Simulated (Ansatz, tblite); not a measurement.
Cost and result up the ladder for the cluster Sr₂Se⁺ (the lowest doublet isomer of a short search) (3 atoms). The state is a doublet with charge 1. Geometry: B3LYP-D4/def2-TZVP.

```xyz
3

Sr   -1.425    0.658    2.235
Sr    1.559   -0.648   -2.147
Se   -0.135   -0.010   -0.089
```

Ansatz on 4 threads of Arm Neoverse V2 on a shared host; xTB runs through tblite on one thread. Times are rough, summed over both states, and most runs start from the orbitals of an earlier one. ωB97X-V/def2-TZVP serves as the yardstick here, not as an exact answer. The other state is a quartet at its own geometry.

In the def2 sets Sr takes a core potential; there is no spin–orbit coupling. The xTB rows come from tblite. LC-ωPBE has ω = 0.4 bohr⁻¹. B3LYP takes the VWN-RPA correlation. Correlated methods freeze 9 core orbitals; core or outer-core shells of Sr, Se are correlated, in sets that lack core-valence functions. In CCSD on the charge 1 doublet the largest single amplitude is 0.44, so its Hartree–Fock determinant may place the open shell otherwise than the density functionals do. The structure comes from a short search, and lower isomers may exist.

Run but left out: HF/STO-3G, HF/def2-TZVP, HF/def2-TZVPP, MP2/def2-TZVP, MP2/def2-TZVPP (doublet: a determinant that CCSD turns far, T1 0.056).

Correlated methods converge slowly with the basis.

xTB has no spin-polarisation term.

```csv
level,functions,wall time,quartet − doublet (eV),difference from ωB97X-V/def2-TZVP (eV),remarks
GFN1-xTB,27,0.007 s,2.76,0.95,–
GFN2-xTB,27,0.007 s,1.73,-0.08,–
PBE-D4/def2-TZVP (with forces),114,4.7 s,2.27,0.46,–
RPA@PBE/def2-TZVP,114,5.3 s,1.50,-0.31,–
B3LYP-D4/def2-TZVP,114,5.9 s,2.00,0.19,–
LC-ωPBE/def2-TZVP,114,8.2 s,1.74,-0.07,–
PBE0-D4/def2-TZVP,114,13 s,2.05,0.25,–
r2SCAN-D4/def2-TZVP,114,15 s,2.17,0.36,–
ωB97X-V/def2-TZVP,114,22 s,1.81,0.00,–
B97M-V/def2-TZVP,114,27 s,2.23,0.42,–
CCSD(T)/def2-TZVPP,128,34 s,1.69,-0.12,large T1 (0.056) (doublet)
```
